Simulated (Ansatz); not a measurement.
```yaml
crystal:
  periodic: [false, false, false]
  atoms:
    - {symbol: C, position_ang: [-1.383887, 0.964955, -0.218071]}
    - {symbol: C, position_ang: [-0.313471, 0.096583, 0.404126]}
    - {symbol: C, position_ang: [-0.031449, -1.289699, -0.245222]}
    - {symbol: B, position_ang: [1.473059, -0.994329, 0.091466]}
    - {symbol: C, position_ang: [1.169943, 0.538736, 0.239938]}
    - {symbol: H, position_ang: [-2.372386, 0.505503, -0.126995]}
    - {symbol: H, position_ang: [-1.423532, 1.949790, 0.256323]}
    - {symbol: H, position_ang: [-1.181623, 1.114783, -1.283285]}
    - {symbol: H, position_ang: [-0.528499, -0.044389, 1.467994]}
    - {symbol: H, position_ang: [-0.553038, -2.173337, 0.126952]}
    - {symbol: H, position_ang: [-0.207823, -1.223970, -1.326751]}
    - {symbol: H, position_ang: [2.416277, -1.683637, 0.353733]}
    - {symbol: H, position_ang: [1.634816, 1.156107, 1.010749]}
    - {symbol: H, position_ang: [1.288614, 1.053704, -0.722256]}
basis:
  gaussian: {orbitals: cc-pVDZ, fitting: {mean_field: def2-universal-jkfit}, final_grid: {core_spheres: 5, valence_spheres: 4, degree: 11}, nuclear_model: gaussian}
total_charge: -3
magnetization: {spin_polarized: true, initial_magnetization: 1}
hamiltonian: {xc: {name: wB97X}}
accuracy: high
output: {forces: true}
```

```sh
$ ansatz run in.yaml --threads 4 --pin off --events-out ev --progress --plain --max-ram 10444MiB
```

Shortened log:

```
Functional definition: wB97X
  name "wB97X"
  cite "Chai & Head-Gordon, J. Chem. Phys. 128, 084106 (2008) doi:10.1063/1.2834918"
  cite "Becke, J. Chem. Phys. 107, 8554 (1997) doi:10.1063/1.475007"
  parameter omega = 0.3/bohr
  parameter cx = 0.157706
  parameter cx1 = 0.726479
  parameter cx2 = 1.04760
  parameter cx3 = -5.70635
  parameter cx4 = 13.2794
  parameter css1 = -4.33879
  parameter css2 = 18.2308
  parameter css3 = -31.7430
  parameter css4 = 17.2901
  parameter cos1 = 2.37031
  parameter cos2 = -11.3995
  parameter cos3 = 6.58405
  parameter cos4 = -3.78132
  # The coefficients of nought are those of the uniform gas.
  exchange = spin_sum(e_x_unif_sr(omega)*poly(b97_u_x, 1 - cx, cx1, cx2, cx3, cx4)) + cx*exact_x_sr(omega)
      + exact_x_lr(omega)
  correlation = spin_sum(e_c_pw_same_spin*poly(b97_u_same, 1, css1, css2, css3, css4))
      + integral(e_c_pw_opposite_spin*poly(b97_u_opposite, 1, cos1, cos2, cos3, cos4))
537 factors; integrals over basis functions are off by at most 2.4e-1 eV
537 factors; integrals over basis functions are off by at most 1.7e-8 eV
mean field evaluation 1: about -4939.1471 eV, gradient 3.8e1 eV
mean field evaluation 2: about -4940.7325 eV, gradient 3.8e1 eV
mean field evaluation 4: about -4947.7422 eV, gradient 1.2e0 eV
mean field evaluation 8: about -4947.9113 eV, gradient 1.6e-1 eV
mean field evaluation 16: about -4947.9130 eV, gradient 4.2e-3 eV
mean field evaluation 32: about -4947.9130 eV, gradient 5.5e-6 eV
mean field -4947.91297349 eV, -181.8324479598 hartree, gradient 9.9e-8 eV, S^2 0.751276; 6 other end points of the search recorded, 0 dependent functions left out
the calculation of the forces begins
reference -4947.91296757 eV, -181.8324477422 hartree; 21, 20 occupied and 94, 95 virtual orbitals, 537 factors
Total energy: -4947.91296757 eV, -181.8324477422 hartree
Atom 0 at    -1.383887     0.964955    -0.218071 Å, force     1.158272    -0.757843    -0.010862 eV/Å
Atom 1 at    -0.313471     0.096583     0.404126 Å, force     0.509633    -0.100605    -0.883940 eV/Å
Atom 2 at    -0.031449    -1.289699    -0.245222 Å, force     0.567683     0.674504     0.370048 eV/Å
Atom 3 at     1.473059    -0.994329     0.091466 Å, force     2.036794    -1.356833     0.072117 eV/Å
Atom 4 at     1.169943     0.538736     0.239938 Å, force    -0.434309    -0.851825    -0.032129 eV/Å
Atom 5 at    -2.372386     0.505503    -0.126995 Å, force    -2.006760    -0.344120     0.158366 eV/Å
Atom 6 at    -1.423532     1.949790     0.256323 Å, force    -0.589187     1.813657     0.730941 eV/Å
Atom 7 at    -1.181623     1.114783    -1.283285 Å, force    -0.066799     0.355300    -1.173546 eV/Å
Atom 8 at    -0.528499    -0.044389     1.467994 Å, force    -0.123374    -0.053933     0.508238 eV/Å
Atom 9 at    -0.553038    -2.173337     0.126952 Å, force    -1.261647    -1.021173     0.369960 eV/Å
Atom 10 at    -0.207823    -1.223970    -1.326751 Å, force    -1.054353    -0.049986    -0.946862 eV/Å
Atom 11 at     2.416277    -1.683637     0.353733 Å, force     1.177629    -0.891944     0.445513 eV/Å
Atom 12 at     1.634816     1.156107     1.010749 Å, force     0.271075     1.311666     0.988794 eV/Å
Atom 13 at     1.288614     1.053704    -0.722256 Å, force    -0.184658     1.273134    -0.596637 eV/Å
Dipole moment:    -0.587823     0.385742     0.002018 e Å
```

Question: Something in this input is off. What?

Answer: The charge is far from anything that the molecule holds. The run converged. The result belongs to that input, not to the molecule as meant.
